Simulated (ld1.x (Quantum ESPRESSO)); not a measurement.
Before and after: TM potential for C (Z = 6)

* Element: C
* Generator: ld1.x (Quantum ESPRESSO) 7.5
* Type: norm-conserving Troullier–Martins (Kleinman–Bylander form)
* Functional: BLYP
* Relativity: scalar-relativistic
* Frozen core: [He]
* Valence charge: 4
* Reference configuration: 2s2 2p2
* Partial waves: 2s (bound): rc 0.80 bohr; 2p (bound): rc 1.55 bohr
* Local potential: all-electron potential smoothed inside 0.70 bohr (lloc = -1)
* Core correction: a·sin(br)/r model core inside 0.55 bohr

Change: local potential the p channel.

Cutoffs: the cutoffs (Ry, on a coarse ladder) from which the occupation-weighted sum of valence levels, in a spherical-Bessel basis at the reference potential, stays within 10 and 1 mRy of its value at 400 Ry; they do not see the model core or the augmentation charge, which bear on the density cutoff. Errors are all-electron minus pseudo energies relative to the spin-unpolarised reference configuration.

How do hardness, ghosts and transferability respond?

The potential gets neither clearly harder nor softer (100 Ry and 230 Ry → 100 Ry and 230 Ry); of the 7 tests that both files solve, the error grows in 0 and shrinks in 2 by more than 15 % and 0.3 meV (median size 11.9 → 9.5 meV); neither file shows a bound ghost.

| quantity | base | changed |
| --- | --- | --- |
| cutoff, loose | 100 Ry | 100 Ry |
| cutoff, tight | 230 Ry | 230 Ry |
| bound ghosts | none | none |
| error for 2s2 2p1, meV [ΔE 10.83 eV] | +12 | +7.7 |
| error for 2s2 2p0, meV [ΔE 35.00 eV] | +128 | +109 |
| error for 2s1 2p0, meV [ΔE 83.16 eV] | +276 | +244 |
| error for 2s2 2p1.5, meV [ΔE 3.94 eV] | +1.5 | +0.6 |
| error for 2s1 2p3, meV [ΔE 8.39 eV] | +9.5 | +9.5 |
| error for 2s0 2p4, meV [ΔE 16.81 eV] | +40 | +39 |
| error for 2s2 2p2.3, meV [ΔE -1.14 eV] | +0.2 | 0.0 |
| s: phases at 1.69 bohr within 0.05 rad from the reference energy up to (Ry; the scan ends near 5) | 4.3 | to the end of the scan |
| p: phases at 1.69 bohr within 0.05 rad from the reference energy up to (Ry; the scan ends near 5) | 4.7 | 4.0 |
